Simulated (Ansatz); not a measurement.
CH4GeOSi. Charge 0, multiplicity 1. The bonds changed during the relaxation, so this is another structure than the one it started from. All single points use the PBE0-D4/def2-TZVP geometry.

```xyz
8

O    -0.005    2.064   -2.029
C    -0.216    1.065   -1.552
Si   -0.146   -0.437   -0.215
Ge    1.316    0.015    1.576
H     0.284   -1.411   -1.255
H    -1.629   -0.504   -0.120
H     0.396   -1.404    1.339
H     0.001    0.612    2.255
```

Task: What is the dipole moment at r2SCAN/def2-TZVPP? (Estimate.)

Result: Ansatz gave: 2.51 D, with components (-1.06, 0.56, -2.21) D in this frame, pointing from negative to positive charge.

Task: And with PBE, B3LYP, ωB97M-V? (Best estimate.)

Result: Computed: PBE 2.25 D, B3LYP 2.47 D, ωB97M-V 3.05 D.

Task: Give the Mulliken charges with r2SCAN, PBE, ωB97M-V in def2-TZVPP. (An estimate is asked.)

Result: Ansatz gave: 
```json
{"atom": "O1", "r2SCAN": "0.00", "PBE": "0.05", "ωB97M-V": "0.01"}
{"atom": "C2", "r2SCAN": "0.12", "PBE": "0.08", "ωB97M-V": "0.16"}
{"atom": "Si3", "r2SCAN": "0.17", "PBE": "0.07", "ωB97M-V": "0.05"}
{"atom": "Ge4", "r2SCAN": "-0.04", "PBE": "-0.04", "ωB97M-V": "-0.11"}
{"atom": "H5", "r2SCAN": "-0.05", "PBE": "-0.03", "ωB97M-V": "-0.01"}
{"atom": "H6", "r2SCAN": "-0.05", "PBE": "-0.03", "ωB97M-V": "-0.01"}
{"atom": "H7", "r2SCAN": "-0.07", "PBE": "-0.05", "ωB97M-V": "-0.06"}
{"atom": "H8", "r2SCAN": "-0.07", "PBE": "-0.05", "ωB97M-V": "-0.04"}
```

B3LYP here is the variant with VWN-RPA as its local correlation; programs differ in this.
